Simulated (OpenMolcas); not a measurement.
What dynamic correlation does to the levels of O+

- Program: OpenMolcas
- Basis: ANO-R1 [3s2p1d]
- Scalar Hamiltonian: X2C, finite nucleus
- Active space: 5 electrons in 4 orbitals (2s 2p)
- State averaging: 2S+1 = 4 odd, 1 root; 2S+1 = 2 odd, 8 roots; 2S+1 = 4 even, 3 roots; 2S+1 = 2 even, 9 roots
- Spin-orbit coupling: RASSI with atomic mean-field integrals over the reference wave functions, term energies averaged over their components

Methods on the same reference wave functions:
A. CASSCF
B. SS-CASPT2, IPEA 0.25 Eh, imaginary shift 0.1 Eh (closed shells correlated: 1s)

Energies in cm⁻¹ above 2s² 2p³ ⁴S°_3/2, the measured ground level; measured values from NIST Handbook of Basic Atomic Spectroscopic Data.

| Level | A | B | Measured |
| --- | --- | --- | --- |
| 2s² 2p³ ⁴S°_3/2 | 0.0 | 0.0 | 0.0 |
| 2s² 2p³ ²D°_3/2 | 30580 | 28790 | 26831 |
| 2s² 2p³ ²D°_5/2 | 30584 | 28790 | 26811 |
| 2s² 2p³ ²P°_3/2 | 41364 | 42330 | 40468 |
| 2s² 2p³ ²P°_1/2 | 41368 | 42330 | 40470 |
| 2s 2p⁴ ⁴P_5/2 | 122163 | 120110 | 119837 |
| 2s 2p⁴ ⁴P_3/2 | 122312 | 120260 | 120000 |
| 2s 2p⁴ ⁴P_1/2 | 122400 | 120350 | 120083 |
| 2s 2p⁴ ²D_3/2 | 179519 | 170470 | 165996 |
| 2s 2p⁴ ²D_5/2 | 179519 | 170470 | 165988 |
| 2s 2p⁴ ²S_1/2 | 209216 | 202510 | 195710 |
| 2s 2p⁴ ²P_3/2 | 233620 | 222560 | 212594 |
| 2s 2p⁴ ²P_1/2 | 233794 | 222740 | 212762 |

Deviations, from unrounded energies. A percentage is the sum of absolute deviations over the sum of measured energies, with the sign that they share, or ± where signs differ.

| Against measurement | Levels | A | B |
| --- | --- | --- | --- |
| mean absolute deviation (cm-1) | 12 | 8200 | 3700 |
| other terms of the ground configuration (%) | 4 | +6.9 | +5.7 |
| other configurations (%) | 8 | +6.8 | +2.8 |

B lies closest to measurement on these levels. The largest miss of B in the table is 2s 2p⁴ ²P_1/2, by +10000 cm-1. The ranking rests on the paired levels alone, and a cruder setting can come out closer through cancelling errors.

From A to B the spin-free energies of the other terms of 2s² 2p³ shown, above ⁴S°, scale by factors of 0.94 to 1.02.

The lowest spin-free term lies below A's lowest term by 0.071 hartree in B.

CASPT2 breaks the degeneracy within a term, and the mean is taken; among the terms shown or strongly mixed into the levels shown the widest spread is 130 cm-1 (2s 2p⁴ ²D, B). Without dynamic correlation excited terms often stand tens of per cent too high (terms of higher spin than the ground term too low), and those without a measured partner can miss by more than the paired ones (holds for A). Computed and measured levels are paired by configuration, term and J; levels that our copy of the source lacks, or whose pairing is in doubt (as where it misses far off the trend of its configuration), stay unpaired and out of the deviations. Levels of configurations outside the active space are missing.

° marks odd parity.
